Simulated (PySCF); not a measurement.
Predicted microwave data (PBE0/pcSseg-1 in PySCF (dipole) on a GFN2-xTB geometry, gas phase) for one isomer of C7H10ClF:

```
Rotational constants : A = 1635, B = 1215, C = 826.2 MHz
Dipole components    : |μa| = 1.06 D, |μb| = 1.44 D, |μc| = 0.66 D
Inertial defect      : -113.39 u·Å²
κ                    : -0.04
```

Question: Which structure is it? (One computed conformer of each.)
A. `[F:1][CH2:2][C@@H:3]1[CH2:4][CH2:5][CH:6]=[C:7]([Cl:8])[CH2:9]1` with F1–C2–C3–C4 59°, C2–C3–C4–C5 174°, C3–C4–C5–C6 47°, C4–C5–C6–C7 -15°, C6–C7–C9–C3 -17°
B. `[F:1][CH2:2][C@@:3]12[CH2:4][CH2:5][CH2:6][C@@H:7]1[C@H:8]2[Cl:9]` with F1–C2–C3–C4 -58°, C2–C3–C4–C5 160°, C3–C4–C5–C6 -26°, C4–C5–C6–C7 27°, C5–C6–C7–C8 48°

Answer: B. It is FC[C@@]12CCC[C@@H]1[C@H]2Cl, an asymmetric top, point group C1. The candidates at the same level (rigid rotor, commonest isotopes):

```tsv
SMILES	A (MHz)	B (MHz)	C (MHz)	μa (D)	μb (D)	μc (D)	Δ (u·Å²)	point group	rotor
FC[C@@]12CCC[C@@H]1[C@H]2Cl	1635	1215	826.2	1.06	1.44	0.66	-113.39	C1	asymmetric top
FC[C@@H]1CCC=C(Cl)C1	2247	833.1	654.3	1.39	1.59	1.59	-59.13	C1	asymmetric top
```

`FC[C@@H]1CCC=C(Cl)C1` has A 37 % too high. No structure here is proved a minimum.
